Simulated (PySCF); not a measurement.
Radial density of Fe²⁺ (iron, charge +2)

B3LYP, [Ar] 3d6, high-spin 5D determinant. All numbers are calculated (PySCF 2.14, scalar relativity by spin-free X2C-1e, in aug-cc-pVTZ-DK).

| r (bohr) | 4πr²ρ (e/bohr) | 4πr²(ρα − ρβ) |
| --- | --- | --- |
| 0.00104 | 0.2282 | 0.0000 |
| 0.00175 | 0.5756 | 0.0000 |
| 0.00294 | 1.421 | 0.0000 |
| 0.00494 | 3.385 | 0.0001 |
| 0.00830 | 7.589 | 0.0001 |
| 0.0140 | 15.27 | 0.0003 |
| 0.0235 | 25.49 | 0.0005 |
| 0.0395 | 31.40 | 0.0013 |
| 0.0665 | 26.61 | 0.0060 |
| 0.112 | 26.15 | 0.0414 |
| 0.188 | 34.94 | 0.2720 |
| 0.316 | 19.91 | 1.2991 |
| 0.532 | 14.41 | 3.2608 |
| 0.895 | 14.13 | 3.3659 |
| 1.51 | 3.479 | 1.3273 |
| 2.53 | 0.3376 | 0.1779 |
| 4.26 | 0.005826 | 0.0022 |
| 7.16 | 2.323e-05 | 0.0000 |

Densities and radii are taken from the X2C orbitals without a picture-change correction, which distorts them close to the nucleus.
